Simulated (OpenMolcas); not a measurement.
# Rh3+ in a ligand field

Rh3+ with 4 ligands (fluoride) in square-planar coordination (D4h) at 1.85 Å. A charge of +0.25 e stands 3.2 Å behind each ligand. Ligand basis ANO-RCC-VDZP.
```
Rh    0.0000    0.0000    0.0000
F     1.8500    0.0000    0.0000
F     0.0000    1.8500    0.0000
F    -1.8500    0.0000    0.0000
F     0.0000   -1.8500    0.0000
```

```
Program             : OpenMolcas
Method              : SS-CASPT2, IPEA 0.25 Eh, imaginary shift 0.1 Eh (closed shells correlated: 4s 4p and the ligand valence shells)
Basis               : ANO-RCC-VTZP [7s6p4d2f1g]
Scalar Hamiltonian  : DKH2, point nucleus
Active space        : 6 electrons in 5 orbitals (4d)
State averaging     : 2S+1 = 5 even, 5 roots; 2S+1 = 3 even, 45 roots; 2S+1 = 1 even, 50 roots
Spin-orbit coupling : state interaction with AMFI integrals over the reference wave functions
```

The lowest spin-free states (labels of D4, the rotations of D4h), above the lowest:

| State | Degeneracy | E (cm-1) |
| --- | --- | --- |
| 3E | 2 | 0 |
| 2S+1 = 3 | 1 | 480 |
| 2S+1 = 3 | 1 | 1810 |
| 2S+1 = 1 | 1 | 4320 |
| 3E | 2 | 5250 |
| 2S+1 = 1 | 1 | 6410 |
| 2S+1 = 1 | 1 | 6470 |
| 1E | 2 | 7410 |
| 2S+1 = 1 | 1 | 8920 |
| 1E | 2 | 11310 |
| 2S+1 = 1 | 1 | 16490 |
| 2S+1 = 5 | 1 | 19580 |
| 2S+1 = 1 | 1 | 20870 |
| 5E | 2 | 25720 |
| 2S+1 = 3 | 1 | 29780 |
| 3E | 2 | 31700 |
| 2S+1 = 3 | 1 | 32940 |
| 2S+1 = 3 | 1 | 33080 |
| 2S+1 = 3 | 1 | 33450 |
| 2S+1 = 5 | 1 | 33640 |

The lowest levels with spin-orbit coupling:

```
E (cm-1)  Degeneracy      2S+1               g
       0           1         3                
     220           2         3  0.00 0.00 0.81
     280           1         3                
    1500           1         3                
    1510           1         3                
    2530           2         3  0.00 0.00 1.50
    3030           1         3                
    3910           2         3  0.00 0.00 2.30
    3980           1  1 (57 %)                
    4140           1         3                
    6450           1  3 (83 %)                
    6760           2         3  0.00 0.00 0.56
    6800           1         3                
    7170           1         3                
    8500           1         1                
    8620           1  3 (57 %)                
    8730           1  1 (80 %)                
    9250           2         1  0.00 0.00 1.32
   10570           1         1                
   13190           2         1  0.00 0.00 1.37
```

Powder χT (cm3 K/mol): 0.0325 at 2 K, 0.163 at 10 K, 0.812 at 50 K, 1.51 at 100 K, 2.12 at 200 K, 2.3 at 300 K. The effective moment at 300 K is 2.828 √(χT) = 4.29 μB.

The lowest level has 2S+1 = 3, for which the spin-only value is χT = S(S+1) / 2 = 1.000 cm3 K/mol (g = 2). The computed 2.299 at 300 K differs by +1.299, through orbital momentum, spin-orbit coupling and any other state in reach.

Over all roots computed the reference weight is 0.73 to 0.75; a low but even weight reflects the number of correlated electrons. Spin-orbit coupling mixes the spin-free states strongly: the lowest level takes only 59 % from its leading state, 3E. An orbital doublet at a regular site is open to a Jahn-Teller distortion, which this geometry leaves out. The least metal-like active orbital is 74 % on the metal (Löwdin) and no ligand orbital is active, so the numbers are rough. Ligand-to-metal charge-transfer states are missing. With no ligand orbital active B as a rule stays too high, so bands that hang on it stand too high and its fall with covalency is understated. No measured value stands beside these numbers; the geometry is a model, was not optimised and need not be the one that this ion takes.

A state without a sure symmetry label is named by its multiplicity alone. With an even number of electrons the g values are those of a degenerate or nearly degenerate non-Kramers pair.
